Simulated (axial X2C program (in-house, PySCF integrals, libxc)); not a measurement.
## What spin–orbit coupling does to InBr⁺

All values were computed with an in-house relativistic program for diatomic molecules. Spin-free means the one-electron spin-free X2C Hamiltonian; two-component (2c) means X2C with spin–orbit coupling and atomic mean-field two-electron Coulomb and Gaunt terms, so the difference of the two also holds small scalar two-electron terms. Basis: In dyall-cv3z [11s12p9d4f1g], Br dyall-cv3z [8s9p6d4f1g] (cores contracted in-house); Gaussian nuclei, density fitting, unrestricted open shells. Masses: In 114.904 u, Br 78.918 u.

Spin-free state: M_S = 1/2, Λ = 0 (beyond evenly filled blocks: σα); fragments In+ + Br.

| level | Re (Å) | ωe (cm⁻¹) | De (eV) | μ (D) |
| --- | --- | --- | --- | --- |
| PBE0 | 2.452 | 221.7 | 0.644 | -4.06 |

Dipoles are positive if Br is the positive end and refer to the centre of mass.

Two-component determinant lowest at the distance of the search:

Ω = 1/2 (⟨Sz⟩ = 0.49, ⟨Lz⟩ = 0.01 at PBE0); fragments In+ + Br.

| level | Re (Å) | ωe (cm⁻¹) | De (eV) | μ (D) |
| --- | --- | --- | --- | --- |
| PBE0 | 2.460 | 212.8 | 0.561 | -4.02 |

Question: From the two tables, how do the constants change at the PBE0 level (2c against spin-free)?

Answer: At the PBE0 level Re rises by 0.008 Å and ωe falls by 8.9 cm⁻¹; De changes by -0.083 eV.

The state is one determinant whose occupation by symmetry is held fixed; it was picked as the lowest of a PBE0 search that is not exhaustive. Dissociation energies refer to the lowest single-determinant-based atoms at the same level and basis. Density functionals use the spin component along the axis (collinear). The functionals have no current-density term, which raises determinants with orbital currents, atoms included.
